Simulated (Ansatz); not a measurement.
Isomers of Cd3Te3 (singlet), relaxed with PBE-D4/def2-SVP; total energies from Ansatz at r2SCAN0-D4/def2-TZVP.

```csv
isomer,description,energy (Eh)
A,point group not assigned; 4 × Cd–Te 2.69 to 2.77 Å; 1 × Cd–Cd 3.08 Å; 1 × Te–Te 2.79 Å,-1307.87363
B,point group Cs; 4 × Cd–Te 2.71 to 2.72 Å; 1 × Te–Te 2.85 Å,-1307.86582
```

In the def2 sets Cd, Te take a core potential; there is no spin–orbit coupling.

The isomers come from a short search, and lower ones may exist.

Problem. Work out the relative energies (1 Eh = 2625.5 kJ/mol) and the Boltzmann populations at 800 K from electronic energies alone (R = 8.314 J/mol/K).

Solution. ΔE: A 0.0, B 20.5 kJ/mol. RT = 6.65 kJ/mol. Factors exp(−ΔE/RT): A 1, B 0.0458; sum 1.046. Populations: A 95.6 %, B 4.4 %. Zero-point energy, vibrational entropy and symmetry numbers are left out and can shift these; an error of 4 kJ/mol changes a ratio by a factor of 1.8. Over the other density-functional and correlated levels in def2 sets, the gap between A and B ranges from 15 to 22 kJ/mol.
